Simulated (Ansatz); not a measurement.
These are Ansatz (a first-principles code) with frozen-core CCSD(T)/cc-pVTZ // PBE-D3(BJ)/def2-TZVP values and carry that method's errors.

Ansatz 0.2 input:
```yaml
crystal:
  periodic: [false, false, false]
  atoms:
    - { symbol: N, position_ang: [1.547407, -0.058422, -0.411705] }
    - { symbol: C, position_ang: [0.482906, 0.0655, 0.052201] }
    - { symbol: O, position_ang: [-0.669061, 0.260272, 0.628795] }
    - { symbol: H, position_ang: [-1.361249, -0.267349, 0.182861] }
basis:
  gaussian: { orbitals: cc-pVTZ }
correlation:
  method: ccsd_t
```

Output:

```
Functional definition: HF
625 factors; integrals over basis functions are off by at most 1.1e-3 eV
mean field evaluation 1: about -4562.6110 eV, gradient 3.7e1 eV
mean field evaluation 2: about -4562.6150 eV, gradient 3.7e1 eV
mean field evaluation 4: about -4565.6564 eV, gradient 4.1e0 eV
mean field evaluation 8: about -4565.7291 eV, gradient 5.9e-1 eV
mean field evaluation 16: about -4565.6513 eV, gradient 4.1e0 eV
mean field -4565.73087722 eV, -167.7875149742 hartree, gradient 4.0e-6 eV, S^2 0.000000; 0 other end points of the search recorded, 0 dependent functions left out
3 core orbitals not correlated
reference -4565.73087722 eV, -167.7875149742 hartree; 8, 8 occupied and 93, 93 virtual orbitals, 625 factors
second order -15.77607530 eV of doubles, -0.00000000 eV of singles
cycle   1  -15.21618671 eV  change    5.6e-1 eV  update   9.9e-2
cycle   2  -15.67529785 eV  change   -4.6e-1 eV  update   3.1e-2
cycle   3  -15.77717286 eV  change   -1.0e-1 eV  update   1.4e-2
cycle   4  -15.76917681 eV  change    8.0e-3 eV  update   3.5e-3
cycle   5  -15.77073331 eV  change   -1.6e-3 eV  update   1.5e-3
cycle   6  -15.77180717 eV  change   -1.1e-3 eV  update   3.7e-4
cycle   7  -15.77170272 eV  change    1.0e-4 eV  update   1.6e-4
cycle   8  -15.77169056 eV  change    1.2e-5 eV  update   5.5e-5
cycle   9  -15.77169791 eV  change   -7.4e-6 eV  update   2.0e-5
cycle  10  -15.77168210 eV  change    1.6e-5 eV  update   6.6e-6
perturbative correction -0.75046903 eV, -0.0275792282 hartree
Total energy: -4582.25302835 eV, -168.3946928293 hartree
```

Cost: roughly 4 core-seconds.
